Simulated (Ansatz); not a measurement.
Mulliken charges of `N[CH2][Al]([Cl])[I]` from B3LYP/def2-TZVPP in Ansatz (PBE0-D4/def2-TZVP geometry).

```
atom   x (Å)   y (Å)   z (Å)  charge (e)
  N1   0.585   0.442   1.400      -0.292
  C2  -0.070  -0.578   0.585      -0.214
 Al3  -0.411  -0.145  -1.308       0.482
 Cl4  -1.337  -1.468  -2.645      -0.236
  I5   0.288   2.073  -2.153      -0.204
  H6   0.047   1.299   1.411       0.132
  H7   1.490   0.686   1.018       0.132
  H8  -1.023  -0.852   1.051       0.100
  H9   0.519  -1.502   0.625       0.100
```

Task: By hand: the dipole of these point charges (1 e Å = 4.8032 D).

Result: Σ q r = (0.055, -0.125, 0.387) e Å, of length 0.410 e Å = 1.97 D.

Task: How does the dipole of the full density compare? (Estimate.)

Result: The calculation gave: (0.063, 0.028, 0.178) e Å, 0.92 D; the point charges give 2.14 times that, at 28° from its direction.

Point charges leave out the atoms' own dipoles, such as those of lone pairs, and Mulliken's split depends on the basis, so the two needn't agree.

B3LYP here is the variant with VWN-RPA as its local correlation; programs differ in this.
